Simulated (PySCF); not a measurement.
CH4N2OSi.

```xyz
9

N      0.8465    -2.1309     0.0000
Si    -0.5366    -1.1173     0.0000
N     -0.1991     0.5855     0.0000
C      0.0561     1.7542     0.0000
O      0.3064     2.8968     0.0000
H      1.4113    -2.2302     0.8359
H      1.4113    -2.2302    -0.8359
H     -1.3145    -1.3894    -1.2373
H     -1.3145    -1.3894     1.2373
```
Charge 0, spin multiplicity 1.

Geometry optimised at PBE0-D3(BJ)/def2-SVP. The values are those of a single conformer.

These are PBE0/pcSseg-1 run with PySCF values and carry that method's errors. Non-relativistic, no solvent.

**Question.** Give the absolute GIAO shielding of each atom: isotropic value and principal components (ppm). (Estimate from the structure and the level; the computed values follow.)

**Answer.** 
| atom | σ(iso) | σ11 | σ22 | σ33 | span |
|---|---|---|---|---|---|
| N1 | 237.6 | 227.7 | 228.7 | 256.3 | 28.6 |
| Si2 | 411.8 | 385.3 | 398.7 | 451.3 | 66.1 |
| N3 | 211.9 | 137.2 | 166.4 | 332.0 | 194.9 |
| C4 | 59.2 | -48.6 | -45.3 | 271.5 | 320.1 |
| O5 | 196.0 | 110.0 | 110.1 | 367.8 | 257.7 |
| H6 | 30.3 | 23.9 | 26.2 | 40.8 | 16.9 |
| H7 | 30.3 | 23.9 | 26.2 | 40.8 | 16.9 |
| H8 | 26.6 | 22.6 | 25.4 | 31.7 | 9.1 |
| H9 | 26.6 | 22.6 | 25.4 | 31.7 | 9.1 |
